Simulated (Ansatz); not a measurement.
Potential energy curve for MgO, singlet.

- RKS-PBE = restricted PBE/cc-pVDZ run with Ansatz (a quantum-chemistry and plane-wave program)
- UKS-PBE = unrestricted PBE/cc-pVDZ (Ansatz)
- RKS-CAM-B3LYP = restricted CAM-B3LYP/cc-pVDZ in Ansatz
- FCI = full CI/cc-pVDZ, frozen core (Ansatz)

Energies relative to the lowest point of each curve near equilibrium, in eV; the last columns give the error against full CI:

```json
[
 {"R / Å": "1.39", "RKS-PBE": "3.061", "UKS-PBE": "3.080", "RKS-CAM-B3LYP": "2.800", "FCI": "3.315", "RKS-PBE − FCI": "-0.254", "UKS-PBE − FCI": "-0.235", "RKS-CAM-B3LYP − FCI": "-0.515"},
 {"R / Å": "1.48", "RKS-PBE": "1.470", "UKS-PBE": "1.491", "RKS-CAM-B3LYP": "1.270", "FCI": "1.654", "RKS-PBE − FCI": "-0.184", "UKS-PBE − FCI": "-0.164", "RKS-CAM-B3LYP − FCI": "-0.385"},
 {"R / Å": "1.58", "RKS-PBE": "0.508", "UKS-PBE": "0.529", "RKS-CAM-B3LYP": "0.383", "FCI": "0.619", "RKS-PBE − FCI": "-0.111", "UKS-PBE − FCI": "-0.090", "RKS-CAM-B3LYP − FCI": "-0.236"},
 {"R / Å": "1.65", "RKS-PBE": "0.170", "UKS-PBE": "0.190", "RKS-CAM-B3LYP": "0.099", "FCI": "0.235", "RKS-PBE − FCI": "-0.065", "UKS-PBE − FCI": "-0.046", "RKS-CAM-B3LYP − FCI": "-0.136"},
 {"R / Å": "1.68", "RKS-PBE": "0.087", "UKS-PBE": "0.105", "RKS-CAM-B3LYP": "0.038", "FCI": "0.133", "RKS-PBE − FCI": "-0.046", "UKS-PBE − FCI": "-0.028", "RKS-CAM-B3LYP − FCI": "-0.095"},
 {"R / Å": "1.73", "RKS-PBE": "0.012", "UKS-PBE": "0.022", "RKS-CAM-B3LYP": "0.000", "FCI": "0.029", "RKS-PBE − FCI": "-0.017", "UKS-PBE − FCI": "-0.007", "RKS-CAM-B3LYP − FCI": "-0.029"},
 {"R / Å": "1.76", "RKS-PBE": "0.000", "UKS-PBE": "0.000", "RKS-CAM-B3LYP": "0.009", "FCI": "0.000", "RKS-PBE − FCI": "0.000", "UKS-PBE − FCI": "0.000", "RKS-CAM-B3LYP − FCI": "0.009"},
 {"R / Å": "1.85", "RKS-PBE": "0.076", "UKS-PBE": "0.034", "RKS-CAM-B3LYP": "0.142", "FCI": "0.027", "RKS-PBE − FCI": "0.049", "UKS-PBE − FCI": "0.007", "RKS-CAM-B3LYP − FCI": "0.115"},
 {"R / Å": "1.90", "RKS-PBE": "0.173", "UKS-PBE": "0.100", "RKS-CAM-B3LYP": "0.267", "FCI": "0.098", "RKS-PBE − FCI": "0.074", "UKS-PBE − FCI": "0.001", "RKS-CAM-B3LYP − FCI": "0.169"}
]
```

RKS-PBE is furthest from FCI at 1.39 (-0.254 eV, below); its mean absolute error over the points is 0.089 eV.

UKS-PBE is furthest from FCI at 1.39 (-0.235 eV, below); its mean absolute error over the points is 0.064 eV.

RKS-CAM-B3LYP is furthest from FCI at 1.39 (-0.515 eV, below); its mean absolute error over the points is 0.188 eV.

The scan ran from 1.39 to 6.86 Å; beyond the distances shown full CI changes its symmetry label. The restricted form behind RKS-PBE, RKS-CAM-B3LYP keeps the bonding electrons paired and can't separate into open-shell fragments. The unrestricted determinant behind UKS-PBE is spin-contaminated at 1.39 to 1.90 Å (<S²> up to 0.5, against 0.00 for a pure singlet). Also computed but left out beside FCI, since their determinant holds another spin at the minimum (<S²> over 0.7 above the pure value): UHF, UHF/6-31G*.
